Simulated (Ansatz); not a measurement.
Start from `OCN[SiH2]F` and change one atom or group to get `OCN[SiH3]`.

Ansatz, PBE0-D4/def2-TZVP geometries, multiplicity 1. Each molecule was computed in one conformer, which needn't be the lowest.

| property | `OCN[SiH2]F` |
| --- | --- |
| size of the dipole moment (ωB97M-V/def2-TZVPP) / D | 1.29 |
| LUMO energy (PBE0/def2-TZVPP) / eV | 0.58 |
| HOMO–LUMO gap (PBE0/def2-TZVPP) / eV | 8.40 |
| HOMO–LUMO gap (PBE/def2-TZVPP) / eV | 6.05 |
| HOMO energy (PBE0/def2-TZVPP) / eV | -7.82 |
| HOMO energy (ωB97M-V/def2-TZVPP) / eV | -10.22 |

Q: Give the same properties after the change, and the shifts. (An estimate is asked.)

A: The calculation gave: 
```json
{"property": "size of the dipole moment (ωB97M-V/def2-TZVPP) / D", "`OCN[SiH3]`": "0.85", "shift": "-0.44"}
{"property": "LUMO energy (PBE0/def2-TZVPP) / eV", "`OCN[SiH3]`": "0.34", "shift": "-0.24"}
{"property": "HOMO–LUMO gap (PBE0/def2-TZVPP) / eV", "`OCN[SiH3]`": "7.59", "shift": "-0.81"}
{"property": "HOMO–LUMO gap (PBE/def2-TZVPP) / eV", "`OCN[SiH3]`": "5.36", "shift": "-0.69"}
{"property": "HOMO energy (PBE0/def2-TZVPP) / eV", "`OCN[SiH3]`": "-7.25", "shift": "0.57"}
{"property": "HOMO energy (ωB97M-V/def2-TZVPP) / eV", "`OCN[SiH3]`": "-9.59", "shift": "0.63"}
```

With PBE0 the HOMO rises by 0.57 eV and the LUMO falls by 0.24 eV, so the gap narrows by about 0.81 eV. PBE moves the HOMO by 0.47 eV and ωB97M-V by 0.63 eV. Dipoles are sizes alone; their direction can turn.
